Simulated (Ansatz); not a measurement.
Ideal-gas functions of `[SeH-]` at 400 K and 1 bar, from an Ansatz frequency run at PBE0-D4/def2-TZVPD.

Molar mass 79.97 g/mol, point group C∞v (symmetry number 1), electronic degeneracy 1, moments of inertia 2.161 u Å². Harmonic wavenumbers (cm⁻¹, unscaled): 2392.

Use S(trans) = R[1.5 ln M + 2.5 ln T − 1.1517]; rotational temperatures θ = 24.2544 K / I; S(rot) = R[ln(T/σθ) + 1]; for each mode x = 1.438777 ν̃/T, S = R[x/(eˣ − 1) − ln(1 − e⁻ˣ)] and H = RT x/(eˣ − 1); 1 cm⁻¹ = 0.0119627 kJ/mol; R = 8.31446 J/(mol·K).

Task: By hand: the entropy, in J/(mol·K).

Result: Translation 169.6. Rotation: θ = 11.2237 K, giving 38.0. Vibration, mode by mode: 0.01, in all 0.0. Electronic 0.0. Sum 207.6 J/(mol·K).

Task: By hand: H − E and G − E in kJ/mol, counted from the electronic energy.

Result: Zero-point energy ½ × 2392 × 0.0119627 = 14.3; thermal vibration 0.0; translation, rotation and pV give 3.5 RT = 11.6. H − E = 25.9 kJ/mol, and G − E = 25.9 − 400 × 207.6/1000 = -57.1 kJ/mol.

Vibration gives 0 % of the entropy; all modes have x over 3 and are hardly excited.
